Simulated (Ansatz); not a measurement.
Input for Ansatz (a program for electronic structure): R-CCSD(T)/aug-cc-pVDZ on HF (SMILES F) with ghost functions, monomers drawn apart or pushed together.

Ansatz 0.2 input:
```yaml
crystal:
  periodic: [false, false, false]
  atoms:
    - {symbol: F, position_ang: [1.10525258, -0.11916876, 3.76379491]}
    - {symbol: H, position_ang: [0.78516832, 0.25401436, 2.95256230]}
basis:
  gaussian:
    orbitals: aug-cc-pVDZ
    ghost_atoms:
      - {symbol: C, position_ang: [-1.38934188, -0.95033292, 0.90298135]}
      - {symbol: Se, position_ang: [-0.09158725, 0.47205242, 0.52497335]}
      - {symbol: C, position_ang: [1.37134969, -0.69044080, -0.07385839]}
      - {symbol: H, position_ang: [-0.98034901, -1.62656447, 1.64939501]}
      - {symbol: H, position_ang: [-2.28232560, -0.46804320, 1.29351549]}
      - {symbol: H, position_ang: [-1.62880521, -1.48170570, -0.01477320]}
      - {symbol: H, position_ang: [1.63672534, -1.38039858, 0.72316970]}
      - {symbol: H, position_ang: [2.21700640, -0.04454309, -0.29800655]}
      - {symbol: H, position_ang: [1.06999189, -1.22752575, -0.96980245]}
magnetization: {spin_polarized: false}
correlation: {method: ccsd_t, electrons: outside_noble_gas}
scf: {lower_state_search: off}
```

Output:

```
WARN ansatz: RAYON_NUM_THREADS=1 ignored (pool sized by the plan → 1); use --threads N
Functional definition: HF
these checks for a lower state are left out or cut short: stability, starts, cluster_reference, orbital_swaps, neighbouring_geometries, increment
integrals: 0.49 GiB planned
1247 factors; integrals over basis functions are off by at most 8.9e-4 eV
mean field: 0.32 GiB planned
mean field evaluation 1: about -2721.0001 eV, gradient 2.4e1 eV
mean field evaluation 2: about -2721.0000 eV, gradient 2.4e1 eV
mean field evaluation 4: about -2721.9876 eV, gradient 1.2e0 eV
mean field evaluation 8: about -2721.9929 eV, gradient 5.8e-5 eV
mean field -2721.99285413 eV, -100.0313923561 hartree, gradient 1.3e-6 eV, S^2 0.000000; 0 other end points of the search recorded, 0 dependent functions left out
1 core orbitals not correlated
reference -2721.99285413 eV, -100.0313923561 hartree; 4, 4 occupied and 163, 163 virtual orbitals, 1247 factors
second order -6.11075366 eV of doubles, -0.00000000 eV of singles
coupled cluster: 1.45 GiB planned
cycle   1  -6.06635671 eV  change    4.4e-2 eV  update   5.3e-2
cycle   2  -6.17917403 eV  change   -1.1e-1 eV  update   1.4e-2
cycle   3  -6.20998545 eV  change   -3.1e-2 eV  update   6.7e-3
cycle   4  -6.20759413 eV  change    2.4e-3 eV  update   9.5e-4
cycle   5  -6.20694899 eV  change    6.5e-4 eV  update   3.6e-4
cycle   6  -6.20705900 eV  change   -1.1e-4 eV  update   8.7e-5
cycle   7  -6.20706386 eV  change   -4.9e-6 eV  update   3.1e-5
cycle   8  -6.20704968 eV  change    1.4e-5 eV  update   9.3e-6
cycle   9  -6.20704623 eV  change    3.4e-6 eV  update   2.5e-6
perturbative correction -0.11943002 eV, -0.0043889725 hartree
Total energy: -2728.31933038 eV, -100.2638860703 hartree
Checks for a lower state left out: stability, starts, cluster_reference, orbital_swaps, neighbouring_geometries, increment
```

The run converged.

Cost: roughly 15 core-seconds.
